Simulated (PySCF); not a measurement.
C4H12O2Si (SMILES CC[SiH](OC)OC), singlet, geometry from GFN2-xTB, with bond 9-2 at 1.4 times its length; CASSCF(2,4)/STO-3G run with PySCF.

Here is a job for PySCF.
```python
from pyscf import gto, scf, mcscf
import numpy

mol = gto.M(
    atom='''
Si   -0.02906731   -0.02554580    0.36916303
C     1.62304182    0.74334215   -0.15482036
C     2.82447344   -0.16018718    0.09825193
O    -1.33013248    0.87406973   -0.03188406
C    -1.65116308    2.17036418    0.37494364
O    -0.14286513   -1.38194372   -0.50145487
C    -1.24012955   -2.24129689   -0.62279369
H    -0.07093446   -0.28819987    1.81574134
H     1.82581445    2.05812713    0.59799548
H     1.59269129    0.99749729   -1.21625962
H     3.74632135    0.31230396   -0.23764996
H     2.70109279   -1.09893519   -0.43385216
H     2.91878412   -0.38170792    1.15829109
H    -1.80280408    2.21097682    1.45612980
H    -2.57358544    2.46123951   -0.12920093
H    -0.85747065    2.87147825    0.10722609
H    -1.05417226   -2.90419951   -1.46866414
H    -2.15801879   -1.67772917   -0.79479750
H    -1.35619585   -2.83789871    0.28507082
''',
    basis='sto-3g',
    verbose=4,
)

mf = scf.RHF(mol)
mf.kernel()
mc = mcscf.CASSCF(mf, 4, 2)
mc.fix_spin_(ss=0.0)
mc.kernel()
occ = numpy.linalg.eigvalsh(mc.fcisolver.make_rdm1(mc.ci, mc.ncas, mc.nelecas))[::-1]
ss = mc.fcisolver.spin_square(mc.ci, mc.ncas, mc.nelecas)[0]
print('natural occupations', occ.round(4), ' <S^2>', round(ss, 4))
```

It wrote (shortened):

```
PySCF version 2.14.0

[INPUT] verbose = 4
[INPUT] num. atoms = 19
[INPUT] num. electrons = 66
[INPUT] charge = 0
[INPUT] spin (= nelec alpha-beta = 2S) = 0
[INPUT] symmetry False subgroup None
[INPUT] Mole.unit = angstrom
[INPUT] Symbol           X                Y                Z      unit          X                Y                Z       unit  Magmom
[INPUT]  1 Si    -0.029067310000  -0.025545800000   0.369163030000 AA   -0.054929255078  -0.048274565633   0.697617022015 Bohr   0.0
[INPUT]  2 C      1.623041820000   0.743342150000  -0.154820360000 AA    3.067104528516   1.404713080345  -0.292568078907 Bohr   0.0
[INPUT]  3 C      2.824473440000  -0.160187180000   0.098251930000 AA    5.337481247708  -0.302709898866   0.185669238910 Bohr   0.0
[INPUT]  4 O     -1.330132480000   0.874069730000  -0.031884060000 AA   -2.513586096589   1.651752403473  -0.060252141139 Bohr   0.0
[INPUT]  5 C     -1.651163080000   2.170364180000   0.374943640000 AA   -3.120246008193   4.101393890766   0.708540791748 Bohr   0.0
[INPUT]  6 O     -0.142865130000  -1.381943720000  -0.501454870000 AA   -0.269975968450  -2.611495150363  -0.947612368129 Bohr   0.0
[INPUT]  7 C     -1.240129550000  -2.241296890000  -0.622793690000 AA   -2.343505208480  -4.235437285939  -1.176909506207 Bohr   0.0
[INPUT]  8 H     -0.070934460000  -0.288199870000   1.815741340000 AA   -0.134046702194  -0.544618823435   3.431253845651 Bohr   0.0
[INPUT]  9 H      1.825814450000   2.058127130000   0.597995480000 AA    3.450289264773   3.889296605237   1.130047680928 Bohr   0.0
[INPUT] 10 H      1.592691290000   0.997497290000  -1.216259620000 AA    3.009750339080   1.884996688096  -2.298397578168 Bohr   0.0
[INPUT] 11 H      3.746321350000   0.312303960000  -0.237649960000 AA    7.079521326111   0.590168952017  -0.449093337914 Bohr   0.0
[INPUT] 12 H      2.701092790000  -1.098935190000  -0.433852160000 AA    5.104325610137  -2.076686537747  -0.819861760951 Bohr   0.0
[INPUT] 13 H      2.918784120000  -0.381707920000   1.158291090000 AA    5.515702603530  -0.721323428377   2.188852932624 Bohr   0.0
[INPUT] 14 H     -1.802804080000   2.210976820000   1.456129800000 AA   -3.406805967448   4.178140657562   2.751686523818 Bohr   0.0
[INPUT] 15 H     -2.573585440000   2.461239510000  -0.129200930000 AA   -4.863371639768   4.651068600859  -0.244154372739 Bohr   0.0
[INPUT] 16 H     -0.857470650000   2.871478250000   0.107226090000 AA   -1.620384688353   5.426307465145   0.202627943508 Bohr   0.0
[INPUT] 17 H     -1.054172260000  -2.904199510000  -1.468664140000 AA   -1.992096859514  -5.488141684996  -2.775372993570 Bohr   0.0
[INPUT] 18 H     -2.158018790000  -1.677729170000  -0.794797500000 AA   -4.078064484765  -3.170448642494  -1.501949599489 Bohr   0.0
[INPUT] 19 H     -1.356195850000  -2.837898710000   0.285070820000 AA   -2.562838727772  -5.362851331156   0.538705775905 Bohr   0.0

nuclear repulsion = 410.308842453816
number of shells = 35
number of NR pGTOs = 153
number of NR cGTOs = 51
basis = sto-3g
ecp = {}

******** <class 'pyscf.scf.hf.RHF'> ********
method = RHF
initial guess = minao
damping factor = 0
level_shift factor = 0
DIIS = <class 'pyscf.scf.diis.CDIIS'>
diis_start_cycle = 1
diis_space = 8
diis_damp = 0
SCF conv_tol = 1e-09
SCF conv_tol_grad = None
SCF max_cycles = 50
direct_scf = True
direct_scf_tol = 1e-13
Set gradient conv threshold to 3.16228e-05
Initial guess from minao.
init E= -590.630166010853
  HOMO = -0.286663781107499  LUMO = 0.166883594907644  gap/eV = 12.34165
cycle= 1 E= -589.728218333151  delta_E= 0.902  |g|= 0.612  |ddm|= 5.02
  HOMO = -0.19274043957283  LUMO = 0.367800107432686  gap/eV = 15.25309
cycle= 2 E= -589.858494142754  delta_E= -0.13  |g|= 0.173  |ddm|= 1.07
  HOMO = -0.3011029045856  LUMO = 0.376575761220097  gap/eV = 18.44058
cycle= 3 E= -589.868374479934  delta_E= -0.00988  |g|= 0.0334  |ddm|= 0.262
  HOMO = -0.307084378460951  LUMO = 0.372243749678242  gap/eV = 18.48546
cycle= 4 E= -589.869005757343  delta_E= -0.000631  |g|= 0.00504  |ddm|= 0.0805
  HOMO = -0.306390599018011  LUMO = 0.373624547642653  gap/eV = 18.50415
cycle= 5 E= -589.869017648526  delta_E= -1.19e-05  |g|= 0.00154  |ddm|= 0.0101
  HOMO = -0.30656669888535  LUMO = 0.373228902972897  gap/eV = 18.49818
cycle= 6 E= -589.869019093365  delta_E= -1.44e-06  |g|= 0.000225  |ddm|= 0.00417
  HOMO = -0.30666273638215  LUMO = 0.373232062712387  gap/eV = 18.50088
cycle= 7 E= -589.869019129089  delta_E= -3.57e-08  |g|= 6.85e-05  |ddm|= 0.000652
  HOMO = -0.306658419198121  LUMO = 0.373226495504731  gap/eV = 18.50061
cycle= 8 E= -589.869019132979  delta_E= -3.89e-09  |g|= 1.6e-05  |ddm|= 0.000238
  HOMO = -0.306659324974471  LUMO = 0.373226649911892  gap/eV = 18.50064
cycle= 9 E= -589.869019133185  delta_E= -2.06e-10  |g|= 2.89e-06  |ddm|= 5.73e-05
  HOMO = -0.306659361280218  LUMO = 0.373226871691387  gap/eV = 18.50065
Extra cycle  E= -589.869019133191  delta_E= -5.46e-12  |g|= 1.12e-06  |ddm|= 5.54e-06
converged SCF energy = -589.869019133191

******** <class 'pyscf.mcscf.mc1step.CASSCF'> ********
CAS (1e+1e, 4o), ncore = 32, nvir = 15
max_cycle_macro = 50
max_cycle_micro = 4
conv_tol = 1e-07
conv_tol_grad = None
orbital rotation max_stepsize = 0.02
orbital rotation threshold for CI restart = 0.01
augmented hessian ah_max_cycle = 30
augmented hessian ah_conv_tol = 1e-12
augmented hessian ah_linear dependence = 1e-14
augmented hessian ah_level shift = 1e-08
augmented hessian ah_start_tol = 2.5
augmented hessian ah_start_cycle = 3
augmented hessian ah_grad_trust_region = 3
kf_trust_region = 3
kf_interval = 4
ci_response_space = 4
ci_grad_trust_region = 3
with_dep4 0
natorb = False
canonicalization = True
sorting_mo_energy = False
ao2mo_level = 2
internal_rotation = False
******** <class 'pyscf.fci.addons.SpinPenaltyFCISolver'> ********
max. cycles = 50
conv_tol = 1e-08
davidson only = True
linear dependence = 1e-12
level shift = 0.001
max iter space = 12
nroots = 1
pspace_size = 400
spin = None
CASCI E = -589.870060842135  S^2 = 0.0000000
Set conv_tol_grad to 0.000316228
macro iter   1 ( 21 JK    4 micro), CASSCF E = -589.874669155850  dE = -4.60831371e-03  S^2 = 0.0000000
               |grad[o]|=0.00311  |grad[c]|=0.0208  |ddm|=0.0139  |maxRot[o]|=0.311
macro iter   2 ( 21 JK    4 micro), CASSCF E = -589.891041402172  dE = -1.63722463e-02  S^2 = 0.0000000
               |grad[o]|=0.0128  |grad[c]|=0.027  |ddm|=0.0455  |maxRot[o]|= 0.31
macro iter   3 ( 21 JK    4 micro), CASSCF E = -589.900578287079  dE = -9.53688491e-03  S^2 = 0.0000000
               |grad[o]|=0.0285  |grad[c]|=0.0324  |ddm|=0.0437  |maxRot[o]|=0.158
macro iter   4 ( 20 JK    4 micro), CASSCF E = -589.907977755982  dE = -7.39946890e-03  S^2 = 0.0000000
               |grad[o]|=0.0246  |grad[c]|=0.0148  |ddm|=0.0127  |maxRot[o]|=0.193
macro iter   5 ( 20 JK    4 micro), CASSCF E = -589.908924314772  dE = -9.46558791e-04  S^2 = 0.0000000
               |grad[o]|=0.00965  |grad[c]|=0.00283  |ddm|=0.00311  |maxRot[o]|=0.205
macro iter   6 ( 21 JK    4 micro), CASSCF E = -589.908988799870  dE = -6.44850976e-05  S^2 = 0.0000000
               |grad[o]|=0.0023  |grad[c]|=0.000661  |ddm|=0.000141  |maxRot[o]|=0.308
macro iter   7 ( 21 JK    4 micro), CASSCF E = -589.909059932291  dE = -7.11324207e-05  S^2 = 0.0000000
               |grad[o]|=0.00108  |grad[c]|=0.00196  |ddm|=0.000326  |maxRot[o]|=0.249
macro iter   8 ( 19 JK    4 micro), CASSCF E = -589.909072119561  dE = -1.21872702e-05  S^2 = 0.0000000
               |grad[o]|=0.0005  |grad[c]|=9.92e-05  |ddm|=0.000135  |maxRot[o]|=0.123
macro iter   9 (  9 JK    2 micro), CASSCF E = -589.909072221525  dE = -1.01964474e-07  S^2 = 0.0000000
               |grad[o]|=0.000166  |grad[c]|=1.03e-05  |ddm|=2.66e-05  |maxRot[o]|=0.0157
macro iter  10 (  3 JK    1 micro), CASSCF E = -589.909072222950  dE = -1.42517820e-09  S^2 = 0.0000000
               |grad[o]|=2.86e-05  |grad[c]|=5.23e-06  |ddm|=3.72e-06  |maxRot[o]|=0.000408
1-step CASSCF converged in  10 macro (176 JK  35 micro) steps
CASSCF canonicalization
Density matrix diagonal elements [1.91445236e+00 8.12888035e-02 9.78507638e-04 3.28033274e-03]
CASSCF energy = -589.909072222950
CASCI E = -589.909072222950  E(CI) = -1.42207876751581  S^2 = 0.0000000
natural occupations [1.9145e+00 8.5400e-02 1.0000e-04 1.0000e-04]  <S^2> 0.0
```
